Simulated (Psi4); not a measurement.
Pair of molecules, SMILES N with SMILES O=S=O (the first has 4 atoms); geometry from B3LYP-D3(BJ)/def2-TZVP, rigid monomers moved along the line of their centres of mass till N1···S6 is 3.01 Å.
(charge 0, multiplicity 1):
```json
[
 {"atom": "N", "x (Å)": "0.0165", "y (Å)": "0.0007", "z (Å)": "0.6224"},
 {"atom": "H", "x (Å)": "-0.3050", "y (Å)": "-0.9267", "z (Å)": "0.3698"},
 {"atom": "H", "x (Å)": "-0.7781", "y (Å)": "0.6302", "z (Å)": "0.6315"},
 {"atom": "H", "x (Å)": "0.6780", "y (Å)": "0.3205", "z (Å)": "-0.0751"},
 {"atom": "O", "x (Å)": "-0.1789", "y (Å)": "0.9157", "z (Å)": "3.9434"},
 {"atom": "S", "x (Å)": "0.6831", "y (Å)": "-0.1745", "z (Å)": "3.5512"},
 {"atom": "O", "x (Å)": "0.1718", "y (Å)": "-1.5150", "z (Å)": "3.7155"}
]
```

These are SAPT0/jun-cc-pV(D+d)Z (Psi4) values and carry that method's errors.

**Question.** Which attractive term is largest, and how does the interaction split up?

**Answer.** electrostatics -437.4, exchange 336.7, induction -123.4, dispersion -76.7, total -300.8 meV; the largest attraction is electrostatics.
